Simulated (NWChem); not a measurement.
Species: MgH2S; SMILES [MgH][SH]

```xyz
4

Mg     0.2335    -1.1423     0.0000
H      0.3869    -2.8293     0.0000
S      0.0624     1.1706     0.0000
H     -1.2907     1.1478     0.0000
```
Atoms are numbered in this order, from 1.

Geometry: optimised at PBE0/def2-SVP.

 Unshifted, non-relativistic core excitations; the lowest 4 roots alone, so stronger bands may lie above.

Problem. List the first S K-edge excitations from PBE0/6-311G** (spherical d), restricted-window TDA (NWChem).

Solution. 
```json
[
 {"state": "S1", "energy (eV)": "2418.9", "dipole oscillator strength": "0.0016", "leading excitation (squared amplitude)": "1s of atom 3 or its equivalents → LUMO (0.94)"},
 {"state": "S2", "energy (eV)": "2419.5", "dipole oscillator strength": "0.0000", "leading excitation (squared amplitude)": "1s of atom 3 or its equivalents → LUMO+1 (0.91)"},
 {"state": "S3", "energy (eV)": "2419.7", "dipole oscillator strength": "0.0010", "leading excitation (squared amplitude)": "1s of atom 3 or its equivalents → LUMO+2 (0.99)"},
 {"state": "S4", "energy (eV)": "2420.1", "dipole oscillator strength": "0.0039", "leading excitation (squared amplitude)": "1s of atom 3 or its equivalents → LUMO+3 (0.87)"}
]
```
